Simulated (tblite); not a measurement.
C6H10Cl2Si.
Cartesian coordinates in Å at the GFN2-xTB level; atoms count from 1:
```xyz
19
C6H10Cl2Si angstrom
Cl     3.589   -0.426    0.952
C      2.379    0.169   -0.225
C      1.022    0.396    0.426
C      0.454   -0.909    0.913
C     -0.752   -1.410    0.700
C     -1.877   -0.819   -0.096
C     -1.868    0.710   -0.158
Si    -0.174    1.322   -0.747
Cl     0.149    0.765   -2.663
H      2.318   -0.581   -1.013
H      2.784    1.096   -0.631
H      1.189    1.025    1.309
H      1.150   -1.485    1.510
H     -0.975   -2.382    1.124
H     -2.823   -1.162    0.332
H     -1.826   -1.224   -1.113
H     -2.077    1.104    0.836
H     -2.675    1.049   -0.808
H      0.003    2.771   -0.654
```

Level: GFN2-xTB in tblite, geometry and Hessian alike; calculated harmonic values, unscaled, isolated species. Errors from tens to a few hundred cm⁻¹ against measured bands are possible. Modes of hydrogen on silicon can be 10 to 20 % off. One conformer, not necessarily the lowest.

Harmonic wavenumbers (cm⁻¹): 25.3, 80.7, 91.1, 107.1, 172.3, 210.7, 253.6, 272.4, 351.2, 391.7, 480.6, 494.8, 598.9, 616.1, 656.0, 700.0, 719.3, 748.3, 779.6, 816.0, 869.1, 922.6, 939.3, 954.5, 1034.3, 1069.7, 1105.9, 1121.8, 1145.1, 1177.2, 1193.4, 1243.9, 1277.0, 1283.8, 1294.7, 1341.0, 1366.2, 1442.1, 1470.0, 1481.4, 1737.3, 2252.4, 2904.4, 2925.8, 2963.2, 2978.6, 2986.3, 2989.5, 2998.7, 3041.0, 3056.3.

A = 1381, B = 677.6, C = 520.9 MHz; mass 179.993 u (most abundant isotopes); point group C1, symmetry number 1.

Task: Zero-point energy?

Result: ½Σν̃ = 31566 cm⁻¹ = 90.25 kcal/mol.

Task: Give the ideal-gas entropy at 350 K and 1 bar in the rigid-rotor, harmonic-oscillator model (classical rotation).

Result: Translation 42.29, rotation 31.35, vibration 37.50: S = 111.1 cal/(mol K).

Task: And Cp and H(350 K) − H(0)?

Result: Cp = 45.65 cal/(mol K), of which vibrations give 37.71 (their classical limit is 51 R = 101.3); H(350 K) − H(0) = 9.45 kcal/mol without the zero-point energy, 6.66 from vibrations.

Task: Blend soft modes into free rotors: weight 1/[1 + (100 cm⁻¹/ν̃)⁴] for the oscillator and the rest for a rotor with moment μB/(μ + B), μ = h/(8π²ν), B = 10⁻⁴⁴ kg m². What vibrational entropy results?

Result: 33.92 cal/(mol K) in place of 37.50, which changes −T·S at 350 K by +1.25 kcal/mol.

Task: How do the functions run with temperature in this model?

Result: 
| T (K) | S (cal/(mol K)) | Cp (cal/(mol K)) | H − H(0) (kcal/mol) | G − H(0) (kcal/mol) | ln q(vib) |
| --- | --- | --- | --- | --- | --- |
| 150 | 82.8 | 24.3 | 2.46 | -9.96 | 3.75 |
| 250 | 97.7 | 34.9 | 5.41 | -19.00 | 6.54 |
| 298.15 | 104.3 | 40.1 | 7.22 | -23.87 | 7.87 |
| 400 | 117.6 | 50.6 | 11.85 | -35.17 | 10.66 |
| 600 | 141.3 | 66.2 | 23.64 | -61.11 | 16.04 |
| 900 | 171.1 | 80.7 | 45.87 | -108.11 | 23.62 |

q(vib) and H(0) count from the zero-point level.

Task: What must be added to the electronic energy to get the Gibbs energy at 350 K and 1 bar?

Result: ZPE + [H(350 K) − H(0)] − T·S = 90.25 + 9.45 − 38.90 = 60.80 kcal/mol.

Hindered rotation and anharmonicity are outside this model. Other conformers, if any are populated, would add a mixing term that is left out. The structure is chiral; the term R ln 2 for an equal mix with its mirror image is left out.

Hardware: one thread, Intel Xeon at 2.50 GHz (x86_64) (shared host). Cost: 2.6 s of wall time. The figure is for the frequency step alone.
